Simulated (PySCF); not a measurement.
Give a B3LYP/6-31G* geometry of `N1BNBNB1`.

```
atom  x, y, z in Å
B1     1.084   -1.225   -0.065
N2     1.477    0.105    0.286
B3     0.549    1.192    0.371
N4    -0.824    0.903    0.087
B5    -1.284   -0.404   -0.270
N6    -0.305   -1.446   -0.335
H7     1.881   -2.115   -0.131
H8     2.453    0.286    0.481
H9     0.907    2.296    0.665
H10   -1.497    1.656    0.140
H11   -2.439   -0.617   -0.503
H12   -0.606   -2.378   -0.587
```

Any rigid rotation of these coordinates is as good. Atoms count from 1 in this order. The 6-membered ring B1–N2–B3–N4–B5–N6 has internal angles of 117.1° to 122.9°; it is planar, 0.00 Å rms from its mean plane, widest ring torsion 0°. The 6 heavy atoms lie in one plane (0.000 Å rms). N2 (boron-bound nitrogen) is planar (angles 122.8°, 118.6° and 118.6°, sum 360.0°, 0.00 Å off the plane of its three neighbours). B1 (three-coordinate boron) is planar (angles 121.4°, 121.4° and 117.1°, sum 360.0°, 0.00 Å off the plane of its three neighbours).

Bonds between heavy atoms (Å): B1–N2 1.431, N2–B3 1.432, B3–N4 1.432, N4–B5 1.431, B5–N6 1.431, B1–N6 1.431.

Method: B3LYP/6-31G* geometry optimisation, gas phase in PySCF 2.14.0.

Point group: D3h (every atom within 0.08 Å of its image). B3LYP/6-31G* frequencies: not computed here.

The run took 13 s wall on one thread, Arm Neoverse V1 (aarch64), no GPU, shared host, and the process peaked at 0.50 GiB of memory. These figures are those of the optimisation.
